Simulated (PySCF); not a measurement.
## Working out the ionisation energy of Pt+

Pt+ [Xe] 4f14 5d9 (2D) → Pt(2+) [Xe] 4f14 5d8 (3F). Calculation: PySCF 2.14, in aug-cc-pVDZ-PP with ECP60MDF (5s5p4d2f, 54 functions); scalar relativity through the core potential. Frozen: 5s2 5p6. Energies in hartree (1 hartree = 27.21139 eV):

```csv
part,Pt+ (lower),Pt(2+) (upper)
UHF,-118.234344,-117.614113
MP2 opposite-spin,-0.141835,-0.099958
MP2 same-spin,-0.074967,-0.056362
```

Question: What does Hartree-Fock give?

Answer: (-117.614113) − (-118.234344) = 0.620231 hartree = 16.877 eV.

Question: What do MP2 and SCS-MP2 (6/5 opposite-spin, 1/3 same-spin) give?

Answer: The opposite-spin parts differ by 1.140 eV and the same-spin parts by 0.506 eV. MP2: 16.877 + (1.140) + (0.506) = 18.523 eV. SCS-MP2: 16.877 + 1.2 × (1.140) + (0.506)/3 = 18.414 eV.

Reference: 18.56 ± 0.12 eV (measured; NIST Atomic Spectra Database, ionization energies), between the lowest levels; spin-orbit coupling is absent from the calculation.

A double-zeta basis recovers only part of the correlation energy.

What remains against the reference includes basis incompleteness, the frozen core and correlation beyond second order.
